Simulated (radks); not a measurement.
The numbers below are computed, except where a source is named.
Trend from Zr to Cd: ionisation energy by Delta-SCF between NIST ground configurations, and size. Code: a radial shooting solver on a logarithmic mesh with Libxc functionals. Model: scalar-relativistic Kohn-Sham, BLYP, spin-polarised, spherical densities, finite nucleus; open shells are filled with parallel spins first (spin-orbit coupling, left out, can overturn this in heavy ions); Fermi nuclear charge, rms radius of each element as measured or else 0.836 A^(1/3) + 0.57 fm.

[
 {"species": "Zr", "configuration": "[Kr] 4d2 5s2", "IE (eV)": "6.569", "NIST (eV)": "6.634", "kind": "exp.", "outermost": "5s", "<r> outermost (bohr)": "3.82"},
 {"species": "Nb", "configuration": "[Kr] 4d4 5s1", "IE (eV)": "7.002", "NIST (eV)": "6.759", "kind": "exp.", "outermost": "5s", "<r> outermost (bohr)": "3.62"},
 {"species": "Mo", "configuration": "[Kr] 4d5 5s1", "IE (eV)": "7.281", "NIST (eV)": "7.092", "kind": "exp.", "outermost": "5s", "<r> outermost (bohr)": "3.49"},
 {"species": "Tc", "configuration": "[Kr] 4d5 5s2", "IE (eV)": "7.230", "NIST (eV)": "7.119", "kind": "exp.", "outermost": "5s", "<r> outermost (bohr)": "3.47"},
 {"species": "Ru", "configuration": "[Kr] 4d7 5s1", "IE (eV)": "7.698", "NIST (eV)": "7.361", "kind": "exp.", "outermost": "5s", "<r> outermost (bohr)": "3.31"},
 {"species": "Rh", "configuration": "[Kr] 4d8 5s1", "IE (eV)": "7.827", "NIST (eV)": "7.459", "kind": "exp.", "outermost": "5s", "<r> outermost (bohr)": "3.24"},
 {"species": "Pd", "configuration": "[Kr] 4d10", "IE (eV)": "8.918", "NIST (eV)": "8.337", "kind": "exp.", "outermost": "4d", "<r> outermost (bohr)": "1.60"},
 {"species": "Ag", "configuration": "[Kr] 4d10 5s1", "IE (eV)": "8.002", "NIST (eV)": "7.576", "kind": "exp.", "outermost": "5s", "<r> outermost (bohr)": "3.13"},
 {"species": "Cd", "configuration": "[Kr] 4d10 5s2", "IE (eV)": "9.146", "NIST (eV)": "8.994", "kind": "exp.", "outermost": "5s", "<r> outermost (bohr)": "2.90"}
]

Reference values: NIST Atomic Spectra Database (exp. = measured, semi-emp. = semi-empirical, theory = theoretical value adopted there). Open shells are spherical and high-spin; term and fine-structure splittings are not resolved.
